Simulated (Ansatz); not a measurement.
The same path of CHFOSi (5 atoms, charge 0, multiplicity 1) was run twice with different band settings. Lost on the way: O1–H5. Made: C2–H5.

Level of theory: RKS B3LYP/def2-SVP in Ansatz 0.2.0.

Relaxed end points:

```xyz
5
Properties=species:S:1:pos:R:3
O 0.480 1.399 0.461
C 0.101 0.215 0.168
Si 0.284 -1.355 -0.615
F -0.862 -2.344 0.036
H -0.003 2.085 -0.051
```

```xyz
5
Properties=species:S:1:pos:R:3
O 0.760 0.452 0.795
C 0.035 0.720 -0.173
Si 0.481 -1.122 -0.550
F -0.845 -1.778 0.182
H -0.431 1.728 -0.253
```

Common settings: spring 5.0 eV/Å²; optimiser quadratic models (default); start path through a guess of the saddle point; force threshold 0.05 eV/Å; iteration limit 60; end points relaxed.

| run | movable images | climbing image |
| --- | --- | --- |
| 1 | 9 | yes |
| 2 | 2 | no |

What does each run give, and how far can it be trusted?

Run 1: converged after 12 iterations, highest image 1.575 eV above the first end. Neighbouring images differ by up to 1.5 eV, so the band resolves the path poorly. A vibrational analysis at the climbing image gives one clearly imaginary mode, 2078i cm⁻¹: a first-order saddle point.
Run 2: converged after 17 iterations, highest image 0.209 eV above the first end. Neighbouring images differ by up to 1.8 eV, so the band resolves the path poorly. No image climbed, so the highest image needn't sit at the top of the path. A band with more images between the same ends climbed to 1.58 eV, so this one has probably stepped over the top. So few images can step over the top or miss a turn of the path.
The orbitals stay closed-shell, which can raise the energy where a bond breaks towards radicals; this wasn't checked here.
